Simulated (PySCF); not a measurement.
C₂Cl₄ (SMILES ClC(Cl)=C(Cl)Cl), singlet, at a GFN2-xTB geometry. Base run: HF/3-21G run with PySCF.

PySCF was given this input:
```python
from pyscf import gto, scf

mol = gto.Mole()
mol.atom = '''
    C     0.003052    0.002625    0.669260
    C    -0.003052   -0.002625   -0.669260
    Cl    0.002984    1.458141    1.570610
    Cl    0.011395   -1.445778    1.581959
    Cl   -0.002984   -1.458141   -1.570610
    Cl   -0.011395    1.445778   -1.581959
'''
mol.basis = '3-21g'
mol.charge = 0
mol.spin = 0
mol.verbose = 4
mol.build()

mf = scf.RHF(mol)
mf.kernel()
```

Variants of this job, named by their change:

```
change                                                                                                                  ΔE vs base (mEh)  fitting functions
----------------------------------------------------------------------------------------------------------------------  ----------------  -----------------
base                                                                                                                               0.000                  -
auxbasis = cc-pvdz-jkfit                                                                                                           0.444                588
auxbasis = def2-universal-jkfit                                                                                                    0.439                662
auxbasis = cc-pvtz-jkfit                                                                                                           0.038                642
auxbasis = default (with mf = mf.density_fit())                                                                                    0.439                662
auxbasis = def2-universal-jfit                                                                                                    8179.9                302
auxbasis = def2-svp-ri                                                                                                            1029.2                344
exchange = seminumerical (SGX) (with mf = sgx.sgx_fit(mf, auxbasis='def2-universal-jfit'); with mf.with_df.dfj = True)                 ?                302
auxbasis = cc-pvtz-ri                                                                                                                  ?                  ?
only_dfj = on; auxbasis = def2-universal-jfit                                                                                          ?                302
```

Q: Complete the blanks.

A: 
- exchange = seminumerical (SGX) (with mf = sgx.sgx_fit(mf, auxbasis='def2-universal-jfit'); with mf.with_df.dfj = True), ΔE vs base (mEh): -1.306
- auxbasis = cc-pvtz-ri, ΔE vs base (mEh): 21.437
- auxbasis = cc-pvtz-ri, fitting functions: 650
- only_dfj = on; auxbasis = def2-universal-jfit, ΔE vs base (mEh): -1.436

A fitting set is made for a task (jfit for Coulomb, jkfit for Coulomb and exchange, ri for correlation) and for a family of orbital bases.
